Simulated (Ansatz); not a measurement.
Job for Ansatz (a first-principles code): R-B3LYP/def2-TZVPPD on CH6Ge (SMILES [CH3][GeH3]) with ghost functions, monomers drawn apart or pushed together. Files ending in .json are basis or fitting sets from the Basis Set Exchange.

Ansatz 0.2 input:
```yaml
crystal:
  periodic: [false, false, false]
  atoms:
    - {symbol: C, position_ang: [-0.25341318, 1.63083710, 0.35151952]}
    - {symbol: Ge, position_ang: [0.36107738, -0.22090226, 0.16455308]}
    - {symbol: H, position_ang: [-0.69388115, 1.75868986, 1.33881518]}
    - {symbol: H, position_ang: [-0.99972265, 1.85843719, -0.40893760]}
    - {symbol: H, position_ang: [0.58377618, 2.31873543, 0.23758930]}
    - {symbol: H, position_ang: [1.41222320, -0.56167803, 1.24248981]}
    - {symbol: H, position_ang: [0.99942652, -0.46636205, -1.21691306]}
    - {symbol: H, position_ang: [-0.81507315, -1.20792001, 0.32634282]}
basis:
  gaussian:
    orbitals: def2-TZVPPD.json
    ghost_atoms:
      - {symbol: O, position_ang: [-1.47129553, -0.32157969, 4.61067764]}
      - {symbol: H, position_ang: [-0.55649245, -0.61598948, 4.67746181]}
      - {symbol: H, position_ang: [-1.91141600, -1.00142544, 4.08890342]}
hamiltonian:
  xc: {name: B3LYP}
scf: {lower_state_search: off}
```

The log:

```
WARN ansatz: RAYON_NUM_THREADS=1 ignored (pool sized by the plan → 1); use --threads N
Functional definition: B3LYP
these checks for a lower state are left out or cut short: stability, starts, cluster_reference, orbital_swaps, neighbouring_geometries, increment
integrals: 0.18 GiB planned
1228 factors; their error is unknown
mean field: 1.50 GiB planned
mean field evaluation 1: about -57648.6019 eV, gradient 5.5e1 eV
mean field evaluation 2: about -57643.6969 eV, gradient 6.6e1 eV
mean field evaluation 4: about -57654.8514 eV, gradient 9.8e-1 eV
mean field evaluation 8: about -57655.0282 eV, gradient 3.8e-1 eV
mean field evaluation 16: about -57655.0284 eV, gradient 1.8e-6 eV
mean field -57655.02837877 eV, -2118.7832129380 hartree, gradient 1.9e-6 eV, S^2 0.000000; 0 other end points of the search recorded, 0 dependent functions left out
reference -57655.02863813 eV, -2118.7832224692 hartree; 22, 22 occupied and 245, 245 virtual orbitals, 1228 factors
Total energy: -57655.02863813 eV, -2118.7832224692 hartree
Checks for a lower state left out: stability, starts, cluster_reference, orbital_swaps, neighbouring_geometries, increment
```

The calculation finished and met its thresholds.

Cost: around 4 core-seconds (rough).
